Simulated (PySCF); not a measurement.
Compound: C4H4GeO2.
Atom-mapped SMILES: `[O:1]=[CH:2][C:3](=[O:4])[C:5]#[C:6][GeH3:7]` (hydrogens: H8 on C2; H9, H10, H11 on Ge7)

Method: PBE0-D3(BJ)/def2-SVP geometry optimisation, gas phase (PySCF 2.14.0).

(1) Give the optimised bond lengths and angles.

## Answers

(1) 
```tsv
bond	length (Å)	order
O1=C2	1.196	double
C2–C3	1.531	single
C3=O4	1.209	double
C3–C5	1.444	single
C5≡C6	1.220	triple
C6–Ge7	1.909	single
C2–H8	1.118	single
Ge7–H9, Ge7–H10, Ge7–H11	1.532	single
```

Bonds in one row agree within 0.01 Å and their mean is given. Orders are formal, as drawn. A selection of angles:
```tsv
angle	degrees
O1–C2–C3	124.0
O1–C2–H8	124.2
C3–C2–H8	111.7
C2–C3–O4	118.9
C2–C3–C5	116.6
O4–C3–C5	124.5
C3–C5–C6	179.7
C5–C6–Ge7	179.9
C6–Ge7–H9	108.4
H9–Ge7–H10	111.1
```

Dihedral angles: O1–C2–C3–O4 180° (antiperiplanar).

Ge7 (germanium bonded to C and 3 H) is tetrahedral (angles from 107.7° to 111.1°). The 7 heavy atoms lie in one plane (0.002 Å rms). The 3 C–C bonds span 1.220 Å (C5≡C6, drawn triple) to 1.531 Å (C2–C3, drawn single), a spread of 0.311 Å.

Point group: Cs (tolerance 0.08 Å). Stationary, but not proved a minimum. One conformer, not necessarily the lowest.

On one thread, Arm Neoverse V2 (aarch64), no GPU, shared host with 32 logical CPUs at a one-minute load of 21, this took 67 s of wall time and 0.56 GiB of memory at its peak. That covers the optimisation of the geometry.
